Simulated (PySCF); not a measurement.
## Dipole response of C²⁺ (carbon, charge +2)

[He] 2s1 2p1, high-spin 3P determinant (an excited configuration). Calculation: PySCF 2.14, in aug-cc-pV5Z (7s6p5d4f3g2h, 127 functions); no relativity, point nucleus. Coupled (time-dependent) response in atomic units; α is the mean over directions.

```csv
method,mean α (bohr³),"α xx, yy, zz",C₆ (like pair),S(−4)
TPSSh,2.815,"3.514, 1.418, 3.514",3.431,13.19
PBEsol,2.865,"3.566, 1.464, 3.566",3.446,14.75
```

S(−4) is the Cauchy moment in α(ω) = α(0) + S(−4) ω² + …

α(iu) at TPSSh:

```tsv
u (hartree)	α(iu) (bohr³)
0	2.815
0.0500	2.783
0.100	2.691
0.200	2.397
0.300	2.064
0.500	1.520
0.750	1.086
1.00	0.8134
1.50	0.5008
2.00	0.3368
3.00	0.1817
5.00	0.07896
```

For an ion, C₆ is the dispersion term alone; charge-induced terms of lower order in 1/R come first.

The components differ because the open shell of this determinant is not spherical; for a pure term their mean is the scalar polarisability.
